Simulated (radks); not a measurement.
The numbers below are computed, except where a source is named.
Fractional charge and spin in the 5p shell of mercury: the spin-up occupation runs from 2 to 3 and the spin-down occupation from 2 to 3; the fullest corner is Hg3+, [Kr] 4d10 4f14 5s2 5d(up 4.5, down 4.5) 5p(up 3, down 3). Code: a radial shooting solver on a logarithmic mesh with Libxc functionals. Model: scalar-relativistic Kohn-Sham, PBE, spin-polarised, spherical densities, finite nucleus; Fermi nuclear charge, rms radius of each element as measured or else 0.836 A^(1/3) + 0.57 fm. Energy (eV) minus the two flat planes that join the four corners (they meet along the diagonal where the two added fractions sum to one electron); zero is where a piecewise linear energy would lie.

down \ up,2,2.25,2.5,2.75,3
2,0.000,-1.702,-2.261,-1.689,0.000
2.25,-1.702,-2.199,-1.566,0.184,-1.614
2.5,-2.261,-1.566,0.245,-1.492,-2.141
2.75,-1.689,0.184,-1.492,-2.081,-1.598
3,0.000,-1.614,-2.141,-1.598,0.000

Corners above the fullest one (they belong to Hg4+ and the next ion): (up 3, down 2) 108.94 eV, (up 2, down 3) 108.94 eV, (up 2, down 2) 236.48 eV. With half an added electron in each spin the energy lies 0.245 eV from the planes, and with half an added electron in spin up alone -2.261 eV. The planes are only a guide here: the flat-plane condition holds for ground states with one frontier orbital, while this shell lies below other occupied shells, so the corners above the fullest one are inner-hole states and not the ground states of those ions.
